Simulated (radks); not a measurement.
Question: The ruthenium ion Ru3+, 41 electrons, occupied as [Kr] 4d5. Method: Dirac Kohn-Sham, AM05, spin-unpolarised, spherical densities, finite nucleus; open shells fill j = l - 1/2 first; Fermi nuclear charge, rms radius 4.4809 fm; computed with a radial shooting solver on a logarithmic mesh with Libxc functionals. Some entries of the table are withheld. Estimate them.

| orbital | occ. | eigenvalue (hartree) | r(max) (bohr) | <r^2> (bohr^2) |
|---|---|---|---|---|
| 1s1/2 | 2 | -806.0386 | 0.02173 | 0.001512 |
| 2s1/2 | 2 | -117.0092 | 0.1231 | 0.02500 |
| 2p1/2 | 2 | -108.2595 | 0.09551 | (1) |
| 2p3/2 | 4 | -103.4577 | 0.09951 | (2) |
| 3s1/2 | 2 | -21.65556 | 0.3622 | 0.1860 |
| 3p1/2 | 2 | -18.26108 | 0.3488 | 0.1825 |
| 3p3/2 | 4 | -17.44540 | 0.3584 | 0.1923 |
| 3d3/2 | 4 | -11.42528 | 0.2991 | 0.1750 |
| 3d5/2 | 6 | -11.26614 | 0.3019 | 0.1780 |
| 4s1/2 | 2 | -4.06928 | 0.9121 | 1.156 |
| 4p1/2 | 2 | (3) | 0.9614 | 1.357 |
| 4p3/2 | 4 | (4) | 0.9859 | 1.428 |
| 4d3/2 | 4 | -1.37745 | 1.165 | 2.408 |
| 4d5/2 | 1 | -1.36211 | 1.174 | 2.450 |
| 5s1/2 | 0 | -1.04765 | 2.288 | 7.124 |
| 5p1/2 | 0 | -0.81106 | 2.612 | 9.438 |
| 5p3/2 | 0 | -0.79261 | 2.673 | 9.835 |

Answer: 
(1) 2p1/2 <r^2> (bohr^2): 0.01878
(2) 2p3/2 <r^2> (bohr^2): 0.02013
(3) 4p1/2 eigenvalue (hartree): -3.04624
(4) 4p3/2 eigenvalue (hartree): -2.91709
